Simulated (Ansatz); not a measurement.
The same hydrogenolysis along the group B, Al, Ga, In.

Isolated molecules relaxed with PBE0-D4/def2-TZVP in Ansatz; ΔE leaves out vibrations. CCSD(T)/CBS adds triple-zeta CCSD(T) − MP2 to the extrapolated MP2 energy (def2 sets, frozen cores). This one scheme is used for every species. DFT in def2-TZVPP. Elements past krypton have def2 core potentials. For Ga, In outer-core shells are correlated without core-valence functions, which leaves a few kJ/mol of doubt a bond. Scalar relativity is left out up to krypton. Each species was taken in one conformer, which may not be the lowest.

| reaction | CCSD(T)/CBS(def2) (kJ/mol) |
| --- | --- |
| `CNB(F)F` + H₂ → `FBF` + CH₃NH₂ | 98 |
| `C[NH][Al]([F])[F]` + H₂ → `[F][AlH][F]` + CH₃NH₂ | ? |
| `C[NH][Ga]([F])[F]` + H₂ → `[F][GaH][F]` + CH₃NH₂ | 18 |
| `C[NH][In]([F])[F]` + H₂ → `[F][InH][F]` + CH₃NH₂ | -20 |

Task: Fill in the missing values. (Best estimate.)

Result: Ansatz gave: `C[NH][Al]([F])[F]` + H₂ → `[F][AlH][F]` + CH₃NH₂: +68.8 kJ/mol.

Largest T1 diagnostic: 0.017, for `[F][InH][F]`.
